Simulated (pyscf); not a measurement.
# O=NbH(OH)–Cl, singlet

Gas-phase minimum from PySCF at ωB97X-D3(BJ)/def2-SVP, one conformer. 

```
Nb
O 1 1.6767
O 1 1.8685 2 109.53
H 3 0.9642 1 136.12 2 -1.03
H 1 1.7672 2 103.07 3 113.59
Cl 1 2.3024 2 111.29 5 117.15
```

Properties at ωB97X-D3(BJ)/def2-SVP:

| Property | Value |
|---|---|
| Harmonic wavenumbers, unscaled | 137, 173, 236, 408, 449, 514, 580, 634, 787, 1086, 1892, 3929 cm⁻¹ |
| Zero-point energy | 15.5 kcal/mol |
| Rotational symmetry number | 1 |
| Entropy of this conformer at 298 K and 1 atm, rigid rotor and harmonic oscillator, modes under 100 cm⁻¹ raised to 100 | 328.8 J/(mol K) |
| Dipole moment | 2.77 D |

Single-point totals, which compare only within one level (frozen core for MP2 and CC):

| level | total energy (hartree) |
|---|---|
| ωB97X-D3(BJ)/def2-TZVP | -669.13503 |
| PBE/def2-TZVP | -668.78048 |
| r²SCAN/def2-TZVP | -669.02707 |
| B3LYP-D3(BJ)/def2-TZVP | -669.13666 |
| PBE0-D3(BJ)/def2-TZVP | -668.76576 |
| M06-2X/def2-TZVP | -668.89544 |
| ωB97M-D3(BJ)/def2-TZVP | -669.12128 |
| HF/def2-TZVPP | -666.99993 |
| MP2/def2-TZVPP | -668.14982 |
| CCSD/def2-TZVPP | -668.13025 |
| CCSD(T)/def2-TZVPP | -668.19081 |

Soft torsions are taken as harmonic, which can shift the entropy by several J/(mol K). The CCSD(T) − MP2 part came from Ansatz, without density fitting, on the same reference. The frozen core leaves the outer d or s,p core shells of the metals and heavy elements correlated in the MP2 and CC values, and def2-TZVPP describes them poorly, so these totals are far from the basis limit. Elements past Kr carry the def2 core potentials, without spin-orbit coupling.
